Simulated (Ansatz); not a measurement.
Job for Ansatz (a quantum-chemistry and plane-wave program): R-B3LYP-D3(BJ)/def2-TZVP on CuHO (SMILES [OH][Cu]).

Ansatz 0.2 input:
```yaml
crystal:
  periodic: [false, false, false]
  atoms:
    - {symbol: Cu, position_ang: [0.26510000, -0.14910000, -1.35210000]}
    - {symbol: O, position_ang: [0.24720000, -0.16050000, 0.51650000]}
    - {symbol: H, position_ang: [-0.51230000, 0.30960000, 0.83560000]}
basis:
  gaussian:
    orbitals: def2-TZVP
hamiltonian:
  xc: b3lyp
  dispersion: d3bj
relax: {f_tol: 0.004, max_steps: 120}
scf: {lower_state_search: off}
```

Question: What total energy does the run end on?

Answer: -1716.4167 hartree.

Question: How many basis functions does it have, and what does it roughly cost on one machine?

Answer: 82 functions; about 8 core-seconds (a rough figure).
